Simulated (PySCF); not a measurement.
CBr4.
Geometry (PBE0-D3(BJ)/def2-SVP, Å), atoms numbered from 1 in this order:
```xyz
5
CBr4 angstrom
Br    -0.076   -0.975   -1.693
C      0.015   -0.022   -0.012
Br     1.815    0.632    0.261
Br    -0.464   -1.215    1.433
Br    -1.215    1.470   -0.051
```

Level of theory: MP2 and CCSD/aug-cc-pVDZ in PySCF, restricted Hartree–Fock reference, frozen core, non-relativistic, gas phase, PBE0-D3(BJ)/def2-SVP geometry.

E(HF) = -10327.37400 Eh.

(1) How large is the problem?

(2) What are the MP2 and CCSD correlation energies?

(3) What is the T1 diagnostic?

## Answers

(1) 167 basis functions and 146 electrons; 37 orbitals frozen, which leaves o = 36 correlated occupied and v = 94 virtual orbitals. That is o·v = 3384 singles and o·v(o·v + 1)/2 = 5727420 distinct closed-shell doubles amplitudes before symmetry; the costliest CCSD step grows as o²v⁴ = 1.0 × 10^11.

(2) MP2 -0.7253 Eh and CCSD -0.7495 Eh, which gives totals of -10328.09930 and -10328.12346 Eh. That is 0.283 eV for each correlated electron at CCSD (1968 kJ/mol in all, 0.007 % of the total energy); MP2 gives 96.8 % of the CCSD value.

(3) 0.0080, below the customary warning level of 0.02. It is the norm of the spatial-orbital singles amplitudes over the root of the number of correlated electrons, so the norm is 0.068.

Connected triples and the basis-set limit are missing.

The job also held the EOM ionisation roots. Time: 8.1 min wall; peak memory 3.1 GiB. Hardware: Intel Xeon Platinum 8375C at 2.90 GHz, one thread, shared host with 96 logical CPUs at a one-minute load of 44.
